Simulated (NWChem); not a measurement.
Species: H2Se2O; SMILES O[Se][SeH]

```xyz
5

Se     0.4008    -0.9273    -0.0050
O     -1.2255    -1.7099     0.0541
H     -1.5483    -1.7517    -0.8564
Se    -0.0615     1.3365    -0.0248
H     -0.1848     1.5193     1.4355
```
Atoms are numbered in this order, from 1.

Program: NWChem. Pople sets run with spherical d functions. Coordinates come from a PBE0/def2-SVP optimisation. Ions are spin-unrestricted doublets at the neutral geometry; other ion states weren't tried.

### Question
Estimate the computed values for M06-2X/6-31G*. Quantities: vertical ionisation energy, ΔSCF (eV); −ε(HOMO) (eV).

### Answer
| Quantity | Result |
|---|---|
| vertical ionisation energy, ΔSCF (eV) | 9.20 |
| −ε(HOMO) (eV) | 8.14 |
